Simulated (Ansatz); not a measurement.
Computed with Ansatz on PBE0-D4/def2-TZVP structures; ΔE is electronic, products minus reactants. CCSD(T)/CBS is the MP2 limit (def2-TZVPP, def2-QZVPP) plus CCSD(T) − MP2 in def2-TZVPP, frozen cores. Functionals use def2-TZVPP. B3LYP here is the variant with VWN-RPA as its local correlation; programs differ in this. Each species was taken in one conformer, which may not be the lowest.

Consider the formal exchange of groups at a C–O bond: `O=COC[SiH2]Cl` + `[SiH3][SiH2]Cl` → `O=C[SiH]([SiH3])Cl` + `OC[SiH2]Cl`.

```csv
level,ΔE (kcal/mol),difference from CCSD(T)/CBS
PBE-D4,15.1,0.7
r2SCAN-D4,17.0,2.6
PBE0-D4,15.8,1.4
B3LYP-D4,15.5,1.1
ωB97X-V,16.7,2.3
ωB97M-V,15.5,1.1
r2SCAN,17.0,2.6
PBE0,15.9,1.5
B3LYP,15.7,1.3
MP2/def2-TZVPP,16.1,1.7
CCSD/def2-TZVPP,15.5,1.1
HF/def2-QZVPP,18.0,3.6
MP2/def2-QZVPP,15.3,0.9
HF/CBS(def2),18.0,3.6
MP2/CBS(def2),14.8,0.4
CCSD/CBS(def2),14.2,-0.2
CCSD(T)/CBS,14.4,0
```

Largest T1 diagnostic among the species: 0.014.

In def2-TZVPP, CCSD(T) changes the Hartree–Fock value by −2.5 kcal/mol (the triples alone add +0.2 kcal/mol) and MP2 by −2.0 kcal/mol.
